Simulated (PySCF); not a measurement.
C₃H₆F₂Si, SMILES C1[C@@H]([SiH2]F)[C@H]1F.

Geometry optimised at PBE0-D3(BJ)/def2-SVP. The structure was generated by enumeration; whether it is a known compound was not checked. Other conformers were not sampled.

These are ωB97X/def2-TZVP (PySCF) values and carry that method's errors.

Computed frontier levels, gap, dipole moment and polarisability:
```yaml
highest_occupied_level: -10.93 eV
lowest_empty_level: 2.43 eV
orbital_gap: 13.36 eV
dipole_moment: 2.08 D
quadrupole, principal values (traceless, Buckingham form, about the centre of nuclear charge): -10.63, 3.47, 7.16 D·Å
mean_static_polarisability: 56.6 bohr³ (8.39 Å³)
polarisability_principal_values: 52.7, 53.6, 63.6 bohr³
```
